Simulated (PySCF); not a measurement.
# Electronic absorption of C5H7OPS

Species: C₅H₇OPS.
InChI=1S/C5H7OPS/c1-4-3-7-5(6-4)8-2/h3H,1-2H3

The calculation used PySCF 2.14.0, density-fitted response routines, TDDFT B3LYP/def2-SVPD, vertical, gas phase, core orbitals frozen in the response. One conformer (not necessarily the lowest) at the GFN2-xTB geometry, without solvent, vibrations or thermal averaging. GFN2-xTB frequencies show an imaginary mode (42i cm⁻¹), so this geometry is no minimum at that level. Torsions of this conformer, `[CH3:1][S:2][c:3]1[o:4][c:5]([CH3:6])[cH:7][p:8]1`: C1–S2–C3–O4 -179°.

**Question.** Predict the UV-vis stick spectrum at this level.

**Answer.** 

```json
{"state": "S1", "λ (nm)": "282.2", "E (eV)": "4.39", "f": "0.226", "|μ| (D)": "3.69", "main configurations (H = HOMO, L = LUMO)": "H→L (96%)"}
{"state": "S2", "λ (nm)": "267.9", "E (eV)": "4.63", "f": "0.0002", "|μ| (D)": "0.10", "main configurations (H = HOMO, L = LUMO)": "H→L+1 (96%)"}
{"state": "S3", "λ (nm)": "240.8", "E (eV)": "5.15", "f": "0.015", "|μ| (D)": "0.87", "main configurations (H = HOMO, L = LUMO)": "H→L+3 (66%), H→L+2 (28%)"}
{"state": "S4", "λ (nm)": "239.5", "E (eV)": "5.18", "f": "0.043", "|μ| (D)": "1.49", "main configurations (H = HOMO, L = LUMO)": "H→L+2 (58%), H→L+3 (30%), H-1→L (10%)"}
{"state": "S5", "λ (nm)": "233.0", "E (eV)": "5.32", "f": "0.0025", "|μ| (D)": "0.35", "main configurations (H = HOMO, L = LUMO)": "H→L+4 (92%)"}
{"state": "S6", "λ (nm)": "215.6", "E (eV)": "5.75", "f": "0.0059", "|μ| (D)": "0.52", "main configurations (H = HOMO, L = LUMO)": "H→L+5 (88%)"}
{"state": "S7", "λ (nm)": "209.3", "E (eV)": "5.92", "f": "0.011", "|μ| (D)": "0.71", "main configurations (H = HOMO, L = LUMO)": "H-2→L (68%), H→L+6 (24%)"}
{"state": "S8", "λ (nm)": "207.7", "E (eV)": "5.97", "f": "0.0010", "|μ| (D)": "0.21", "main configurations (H = HOMO, L = LUMO)": "H→L+6 (66%), H-2→L (22%)"}
```

Triplets, Tamm–Dancoff:

| state | E (eV) | λ (nm) | main configurations (H = HOMO, L = LUMO) |
| --- | --- | --- | --- |
| T1 | 2.89 | 428.5 | H→L (96%) |
| T2 | 4.17 | 297.2 | H→L+2 (86%) |
| T3 | 4.39 | 282.3 | H→L+1 (88%) |

The lowest singlet lies at 4.39 eV (282 nm, ultraviolet) and is strong; its leading configuration is HOMO→LUMO (96%). The lowest level is also the most intense of those listed (f = 0.226). Löwdin shares by element: HOMO carbon 31% or more, sulfur 29%, phosphorus 20% (atoms not listed hold the other 20%); LUMO phosphorus 32%, carbon 28% or more, oxygen 14%, sulfur 12%. Weighted by f, the mean energy of these states is 4.64 eV. The oscillator strengths of these states sum to 0.306; summed over the whole spectrum of an exact calculation they would give the number of electrons, 76 (Thomas–Reiche–Kuhn). Of the 8 states listed, 4 reach f = 0.01 and 1 stays under 0.0005. No computed singlet lies in the visible range (380 to 750 nm); the lowest, at 282 nm, stands 1.13 eV above its violet end (3.26 eV); a Tamm–Dancoff triplet lies at 428 nm, without intensity as long as spin–orbit coupling is left out. Singlets were solved by full linear response, triplets in the Tamm–Dancoff approximation.

The run took 40 s wall on one thread, Arm Neoverse V2 (aarch64) (shared host), and the process peaked at 0.92 GiB of memory.
